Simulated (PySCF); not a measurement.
# Nuclear quadrupole coupling in `BB[AsH2]`

Compound: AsB2H5.
Z-matrix (Å and degrees, PBE0-D3(BJ)/def2-SVP geometry), rows numbered from 1:
```
B 
B   1  1.6399
As  2  2.0111  1  119.67
H   1  1.2120  2  123.48  3    77.17
H   1  1.2135  2  119.89  3   -99.66
H   2  1.2101  1  126.12  3  -175.03
H   3  1.5204  2  100.52  1    34.58
H   3  1.5191  2   97.51  1   132.22
```

Field gradients from the PBE0/pcSseg-1 density (PySCF, non-relativistic), principal values in atomic units, ordered |Vxx| ≤ |Vyy| ≤ |Vzz|:

```json
{"atom": "B1", "Vxx": "-0.2636", "Vyy": "-0.3677", "Vzz": "0.6313"}
{"atom": "B2", "Vxx": "-0.1736", "Vyy": "-0.3905", "Vzz": "0.5640"}
{"atom": "As3", "Vxx": "0.3854", "Vyy": "1.6050", "Vzz": "-1.9905"}
```

Problem. Find the asymmetry η = (Vxx − Vyy)/Vzz and the couplings χ = eQV/h (234.96 MHz × Q in barn × V in au), with Q(11B) = 0.04059 b, Q(75As) = 0.314 b.

Solution. 
```json
{"atom": "B1", "environment": "three-coordinate boron", "nucleus": "11B", "η": "0.16", "χzz (MHz)": "6.02", "χxx (MHz)": "-2.51", "χyy (MHz)": "-3.51"}
{"atom": "B2", "environment": "three-coordinate boron", "nucleus": "11B", "η": "0.38", "χzz (MHz)": "5.38", "χxx (MHz)": "-1.66", "χyy (MHz)": "-3.72"}
{"atom": "As3", "environment": "arsenic bonded to B and 2 H", "nucleus": "75As", "η": "0.61", "χzz (MHz)": "-146.9", "χxx (MHz)": "28.4", "χyy (MHz)": "118.4"}
```

The tensor is traceless: Vxx + Vyy + Vzz = 0.

Problem. What is Vzz at As3 in SI units (1 au = 9.71736 × 10²¹ V/m²)?

Solution. -1.9905 au = -19.342 × 10²¹ V/m².

Problem. What couplings would deuterons (Q(2H) = 0.00286 b) have in place of the hydrogens, at this geometry?

Solution. 
| atom | bonded to | bond length (Å) | Vzz (au) | η | χzz (kHz) |
| --- | --- | --- | --- | --- | --- |
| H4 | B1 | 1.212 | 0.2002 | 0.17 | 135 |
| H5 | B1 | 1.214 | 0.1988 | 0.17 | 134 |
| H6 | B2 | 1.210 | 0.2024 | 0.14 | 136 |
| H7 | As3 | 1.520 | 0.1548 | 0.10 | 104 |
| H8 | As3 | 1.519 | 0.1561 | 0.10 | 105 |

One conformer (not necessarily the lowest) at the PBE0-D3(BJ)/def2-SVP geometry, without solvent, vibrations or thermal averaging. The calculation is non-relativistic, for arsenic too. With a basis this small, the couplings can be 20 % off.
